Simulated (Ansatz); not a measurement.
Reaction (hydrogenolysis of a B–F bond): `FB(F)N([SiH3])[SiH3]` + H₂ → `FBN([SiH3])[SiH3]` + H–F

Gas-phase electronic energies from Ansatz, PBE0-D4/def2-TZVP geometries. CCSD(T)/CBS is the MP2 limit (def2-TZVPP, def2-QZVPP) plus CCSD(T) − MP2 in def2-TZVPP, frozen cores. This one scheme is used for every species. Functionals use def2-TZVPP. B3LYP here is the variant with VWN-RPA as its local correlation; programs differ in this. HSE06 is defined as in plane-wave codes. Each species was taken in one conformer, which may not be the lowest.

`FB(F)N([SiH3])[SiH3]`:

```xyz
12

F    -2.098   -1.641   -0.101
B    -0.785   -1.472   -0.187
F    -0.062   -2.563   -0.440
N    -0.153   -0.223   -0.026
Si    1.599   -0.149   -0.162
Si   -1.015    1.268    0.305
H     1.963    1.273    0.067
H     2.245   -1.000    0.866
H     2.043   -0.566   -1.513
H    -0.717    2.255   -0.765
H    -0.553    1.828    1.601
H    -2.467    0.992    0.355
```

H₂:

Cartesian coordinates in Å:
```
H -0.321 -0.025 -0.188
H 0.321 0.025 0.188
```

`FBN([SiH3])[SiH3]`:

Z-matrix (Å, degrees):
```
Si
N 1 1.749
H 1 1.485 2 109.9
H 1 1.482 2 108.6 3 -120.4
H 1 1.485 2 109.9 3 119.1
B 2 1.409 1 121.5 3 119.9
Si 2 1.759 1 119.3 3 -60.0
F 6 1.339 2 118.6 1 -179.9
H 6 1.196 2 123.5 1 0.0
H 7 1.486 2 106.0 1 -0.0
H 7 1.482 2 110.9 1 -118.7
H 7 1.482 2 110.9 1 118.7
```

H–F:

Z-matrix (Å, degrees):
```
F
H 1 0.920
```

```csv
level,ΔE (kcal/mol),difference from CCSD(T)/CBS
LDA (SPW92),29.2,2.1
PBE-D4,27.6,0.5
revPBE-D4,27.6,0.5
BLYP-D4,28.8,1.7
r2SCAN-D4,30.5,3.4
PBE0-D4,27.6,0.5
B3LYP-D4,28.8,1.7
r2SCANh-D4,30.3,3.2
r2SCAN0-D4,29.9,2.8
HSE06-D4,27.6,0.5
BHLYP-D4,29.3,2.2
CAM-B3LYP-D4,29.3,2.2
ωB97X-V,28.5,1.4
ωB97M-V,29.0,1.9
B2PLYP,28.3,1.2
PBE-QIDH,27.9,0.8
PBE,27.3,0.2
revPBE,26.5,-0.6
r2SCAN,30.4,3.3
PBE0,27.3,0.2
B3LYP,28.2,1.1
r2SCANh,30.1,3.0
r2SCAN0,29.7,2.6
HSE06,27.3,0.2
BHLYP,28.8,1.7
CAM-B3LYP,29.0,1.9
RPA@PBE/def2-TZVPP,27.3,0.2
HF/def2-SVP,31.1,4.0
MP2/def2-SVP,32.9,5.8
CCSD/def2-SVP,31.8,4.7
CCSD(T)/def2-SVP,32.2,5.1
HF/def2-TZVPP,28.9,1.8
MP2/def2-TZVPP,28.0,0.9
SCS-MP2/def2-TZVPP,27.8,0.7
CCSD(T)/def2-TZVPP,27.9,0.8
HF/def2-QZVPP,28.9,1.8
MP2/def2-QZVPP,27.5,0.4
SCS-MP2/def2-QZVPP,27.4,0.3
MP2/CBS(def2),27.1,0.0
CCSD/CBS(def2),26.9,-0.2
CCSD(T)/CBS,27.1,0
```

Largest T1 diagnostic among the species: 0.012.

From BLYP to BHLYP (50 % exact exchange), in def2-TZVPP and without D4, ΔE moves by +0.8 kcal/mol. At CCSD(T), def2-SVP lies +5.1 kcal/mol from the extrapolated value and def2-TZVPP +0.8 kcal/mol.

CCSD(T)/CBS has its own doubt, a few kJ/mol and more with outer-core shells, so smaller differences from it don't rank the levels.
